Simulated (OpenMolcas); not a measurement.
**Levels of Zr2+ by method**

```
Program             : OpenMolcas 26.06
Basis               : ANO-RCC-VTZP [7s6p4d2f1g]
Scalar Hamiltonian  : DKH2, point nucleus
Active space        : 2 electrons in 10 orbitals (4d 5d)
State averaging     : 2S+1 = 3 even, 10 roots; 2S+1 = 1 even, 15 roots
Spin-orbit coupling : state interaction with AMFI integrals over the reference wave functions, term energies averaged over their components
```

Methods on the same reference wave functions:
A. CASSCF
B. SS-CASPT2, IPEA 0.25 Eh, imaginary shift 0.1 Eh (closed shells correlated: 4s 4p)

Energies in cm⁻¹ above 4d² ³F₂, the measured ground level; measured values from Moore, Atomic Energy Levels, vol. II, NSRDS-NBS 35 (1971 reprint of NBS Circular 467, 1952); NIST levels as listed in Rynkun, Gaigalas and Jonsson, Astron. Astrophys. 637, A10 (2020).

```
  Level      A      B  Measured
4d² ³F₂    0.0    0.0       0.0
4d² ³F₃    672    695       681
4d² ³F₄   1494   1515      1486
4d² ¹D₂   8963   6000      5742
4d² ³P₀  10057   8510      8062
4d² ³P₁  10305   8780      8326
4d² ³P₂  10914   9300      8838
4d² ¹G₄  13526  11800     11049
4d² ¹S₀  31671  24240     23979
```

Deviations, from unrounded energies. A percentage is the sum of absolute deviations over the sum of measured energies, with the sign that they share, or ± where signs differ.

| Against measurement | Levels | A | B |
| --- | --- | --- | --- |
| mean absolute deviation (cm-1) | 8 | 2400 | 330 |
| fine structure of the ground term (%) | 2 | ±0.8 | +2.0 |
| other terms of the ground configuration (%) | 6 | +29.5 | +4.0 |

B lies closest to measurement on these levels. The largest miss of B in the table is 4d² ¹G₄, by +750 cm-1. The ranking rests on the paired levels alone, and a cruder setting can come out closer through cancelling errors.

From A to B the spin-free energies of the other terms of 4d² shown, above ³F, scale by factors of 0.62 to 0.86.

The lowest spin-free term lies below A's lowest term by 0.255 hartree in B.

CASPT2 breaks the degeneracy within a term, and the mean is taken; among the terms shown or strongly mixed into the levels shown the widest spread is 490 cm-1 (4d² ³F, B). Active for correlation alone: 5d; no level in the range computed is led by a configuration that fills it, so any true level of that kind is missing. Without dynamic correlation excited terms often stand tens of per cent too high (terms of higher spin than the ground term too low), and those without a measured partner can miss by more than the paired ones (holds for A). Some levels mix across a computed gap that differs much from the measured one, so their mixing is not that of the real levels (holds for A). Measured partners are found by configuration, term and J. A level has none where our copy of the source lacks it or the pairing is in doubt (some pairs that miss far off the trend of their configuration count as doubtful), and it then counts in no deviation. Levels of configurations outside the active space are missing.
